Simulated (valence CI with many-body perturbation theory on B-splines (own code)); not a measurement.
# Os⁵⁴⁺: key properties

Calculated by relativistic CI+MBPT: four valence electrons over a frozen Dirac-Fock core [Ar], a basis of 9 s, 9 p, 10 d, 8 f, 5 g, 3 h, 1 i functions for each j, with the one-electron correlation potential Σ1, the two-electron term Σ2, the three-electron term Σ3, Breit, model QED; selected CI, second order for the rest (own B-spline code, finite nucleus).

The last digits are not significant, and no measured levels were compared; by estimate large intervals hold to a few tenths of a per cent, small ones and those within an open d or f shell to about a per cent. The list stops below the first excitations out of the core. Only levels of the ground parity were solved; by the run's estimate the other parity begins above the list, which can be wrong where configurations are misplaced.

Levels are named by their leading jj configuration (3d3/2^4 stands for four electrons in 3d with j = 3/2), which in mixed levels can hold well under half, so a name can repeat and another be missing.

Rates and lifetimes use the calculated energies. Strong lines usually hold to 10 to 20 %, long lifetimes can be off by a factor of two.

(1) What is the ground level?

(2) What is the ionisation energy?

(3) How well does LS coupling describe the low levels?

## Answers

(1) (3d3/2^4) J=0, composition 61 % 3d4 3P + 25 % 3d4 5D + 15 % 3d4 1S.

(2) 5281.4 eV; NIST lists 5280 ± 5 eV (theoretical).

(3) Among the lowest 20 levels the leading LS term, summed over configurations, holds 48 % on average. For single configurations the figures are 48 % in LS and 98 % in jj coupling. Terms mix most in the J = 4 level at 85.83 eV, where the leading one holds 28 %.
